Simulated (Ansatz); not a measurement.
Mulliken charges of H4O2S2Zr (`[OH][Zr]([OH])([SH])[SH]`) from PBE/def2-TZVPP in Ansatz (PBE0-D4/def2-TZVP geometry).

| atom | x (Å) | y (Å) | z (Å) | charge (e) |
| --- | --- | --- | --- | --- |
| O1 | -1.113 | 0.468 | 1.588 | -0.454 |
| Zr2 | 0.057 | 0.030 | 0.154 | 1.007 |
| O3 | 1.910 | -0.067 | 0.569 | -0.454 |
| S4 | -0.786 | -2.130 | -0.667 | -0.358 |
| S5 | -0.069 | 1.703 | -1.645 | -0.358 |
| H6 | -1.555 | 0.787 | 2.370 | 0.190 |
| H7 | 2.779 | -0.173 | 0.947 | 0.190 |
| H8 | 0.184 | -2.201 | -1.598 | 0.119 |
| H9 | -1.408 | 1.583 | -1.719 | 0.119 |

Problem. By hand: the dipole of these point charges (1 e Å = 4.8032 D).

Solution. Σ q r = (0.089, 0.044, 0.239) e Å, of length 0.259 e Å = 1.24 D.

Problem. How does the dipole of the full density compare? (Best estimate.)

Solution. The calculation gave: (0.222, 0.110, 0.602) e Å, 3.13 D; the point charges give 0.40 times that, at 0° from its direction.

Point charges leave out the atoms' own dipoles, such as those of lone pairs, and Mulliken's split depends on the basis, so the two needn't agree.
